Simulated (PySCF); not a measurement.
Telling isomers of C₈H₁₁N apart by NMR

[PySCF 2.14: PBE0/pcSseg-1 with gauge-including orbitals; structure optimised with GFN2-xTB; one averaged value for each set of equivalent atoms; gas phase; relativity neglected; single conformer]

References, each an isolated molecule treated in the same way: ¹H (σref 31.72), ¹³C (σref 186.93) vs TMS. Where no couplings were computed, multiplicities follow the n + 1 count of equivalent neighbours, and m marks all less simple cases (inequivalent or close neighbours, rings, F or P nearby). Shifts are as computed. Against solution values, carbons near 30 ppm lie about +3 ppm off and those near 130 ppm about +5 ppm. Of 1211 compounds with measured shifts, 218 miss one by over three times the rms of a fit or turn the order of signals round; such compounds aren't used in these exercises.

(1) Tabulate the signals of `C=N[C@@]12C=C[C@@H](CC1)C2`, `C#C[C@@H]1C[C@@H](C)CC=N1` and their relative energies.

(2) What is the quickest way to tell C=N[C@@]12C=C[C@@H](CC1)C2 from C#C[C@@H]1C[C@@H](C)CC=N1?

Results:

(1) 
```tsv
SMILES	carbon types	δC	δH	E rel. (kcal/mol)
C=N[C@@]12C=C[C@@H](CC1)C2	1×C 3×CH 4×CH2	157.2, 146.2, 146.0, 81.8, 63.4, 46.4, 36.2, 30.3	8.18 (d, 1H), 7.64 (d, 1H), 6.53 (m, 1H), 6.24 (d, 1H), 2.81 (m, 1H), 2.43 (m, 1H), 2.13 (m, 1H), 1.66 (m, 1H), 1.54 (m, 1H), 1.28 (m, 1H), 1.19 (m, 1H)	0.0
C#C[C@@H]1C[C@@H](C)CC=N1	1×C 4×CH 2×CH2 1×CH3	168.6, 90.7, 77.8, 52.1, 41.1, 39.6, 25.2, 24.2	7.96 (m, 1H), 5.02 (m, 1H), 2.16 (m, 1H), 2.16 (m, 1H), 1.70 (m, 1H), 1.69 (d, 1H), 1.51 (m, 1H), 1.18 (m, 1H), 0.99 (d, 3H)	17.7
```

Energies are electronic energies at PBE0/pcSseg-1 on these geometries, without zero-point or thermal terms, each for the one conformer computed, which needn't be the lowest.

(2) Both give the same number of carbon signals, but DEPT or the intensities differ. The first has a C=N carbon (CH2) at 157.2 ppm, the second a methyl carbon (CH3) at 24.2 ppm. Their most deshielded carbons lie at 157.2 and 168.6 ppm.
